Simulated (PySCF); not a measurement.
## Heteronuclear NMR

Geometry (Å), atoms numbered from 1 in this order:
```xyz
14

B     3.075   -0.139    0.448
N     1.607   -0.326    0.052
C     0.505   -0.468   -0.247
C    -0.896   -0.645   -0.602
C    -1.823    0.118    0.307
C    -2.673    1.049   -0.120
H     3.313   -1.010    1.274
H     3.718   -0.278   -0.584
H     3.156    0.992    0.908
H    -1.109   -1.729   -0.560
H    -1.027   -0.334   -1.651
H    -1.774   -0.142    1.370
H    -2.738    1.334   -1.175
H    -3.339    1.563    0.576
```

Computed data (PySCF 2.14): shieldings: GIAO PBE0/pcSseg-1, spin–spin couplings from B3LYP/pcJ-1 (spin–dipole term only in couplings to heteroatoms), PBE0-D3(BJ)/def2-SVP structure. One computed conformer, non-relativistic Hamiltonian, one averaged value for each set of equivalent atoms, no solvent model.

Problem. Where does ¹⁵N resonate?

Solution. 
```csv
atoms,environment,σ (ppm),δ (ppm)
N2,donor nitrogen of a Lewis adduct,26.4,-174.6
```

Shieldings were converted by a linear fit to measured shifts: ¹⁵N (scatter 7.2 ppm rms vs CH3NO2, solution or neat liquid). Occasional misses reach two or three times the rms, and more in compound classes unlike the fitted ones. Couplings are scaled by factors fitted to measured values: ²J(H,H) × 0.91 (rms 0.6 Hz), ³J(H,H) × 0.91 (rms 0.4 Hz, 0.5 with 2 outliers); all others are unscaled and can be 10–30 % off.

Couplings (the largest are listed; each averaged over equivalent pairs): ¹J(N2,C3) = -52.8 Hz, ¹J(B1,N2) = -9.3 Hz, ²J(N2,H7) = 2.2 Hz, ³J(N2,H10) = -2.4 Hz, ³J(N2,C5) = -1.0 Hz. Signs are for ¹⁵N, whose magnetogyric ratio is negative.

On a 600 MHz spectrometer ¹⁵N resonates near 60.8 MHz, so 1 ppm is 60.8 Hz.
